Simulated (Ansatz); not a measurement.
Geometry optimisation, Ansatz 0.2.0, RKS r2SCAN-D4/def2-SVP.

Input file:

```yaml
crystal:
  periodic: [false, false, false]
  atoms:
    - { symbol: "N", position_ang: [-0.4441, 1.7243, 0.0313] }
    - { symbol: Si, position_ang: [0.2348, 0.3498, 0.6264] }
    - { symbol: F, position_ang: [-0.6482, 0.0187, 1.9277] }
    - { symbol: Si, position_ang: [0.3382, -1.4382, -0.838] }
    - { symbol: H, position_ang: [-0.78561, 1.55631, -0.95848] }
    - { symbol: H, position_ang: [0.27802, 2.46999, -0.12167] }
    - { symbol: H, position_ang: [1.632, 0.7454, 1.0453] }
    - { symbol: H, position_ang: [-1.0807, -1.7828, -1.2723] }
    - { symbol: H, position_ang: [1.061, -1.1237, -2.0157] }
    - { symbol: H, position_ang: [0.8692, -2.6513, -0.172] }
basis:
  gaussian: { orbitals: def2-SVP }
hamiltonian:
  xc: r2scan
  dispersion: d4
relax:
  f_tol: 0.015
  max_steps: 40
```

Command:

```bash
$ ansatz run input.yaml --threads 2 --pin off --max-ram 3072MiB --backend cpu --events-out ev --progress --plain --runs-dir out
```

Task: Where does it end, and by what steps?

Result: The forces met the threshold. After 8 steps the energy has fallen by 0.596 eV; H6 moved furthest, 0.43 Å.

```tsv
step	energy less start (eV)	largest force component (eV/Å)	accepted
0	0.0000	3.931	yes
1	-0.3590	1.627	yes
2	-0.4710	0.608	yes
3	-0.5350	0.715	yes
4	-0.5733	0.424	yes
5	-0.5846	0.269	yes
6	-0.5937	0.086	yes
7	-0.5950	0.038	yes
8	-0.5960	0.014	yes
```

```xyz
10
Properties=species:S:1:pos:R:3
N -0.225 1.723 -0.272
Si 0.383 0.365 0.579
F -0.497 -0.041 1.904
Si 0.318 -1.502 -0.829
H -1.075 1.666 -0.824
H -0.062 2.671 0.053
H 1.737 0.728 1.084
H -1.060 -1.645 -1.396
H 1.279 -1.343 -1.964
H 0.656 -2.753 -0.084
```

Run time: 28 s on 2 threads of Arm Neoverse V1, on a shared host, peak memory 0.15 GiB.
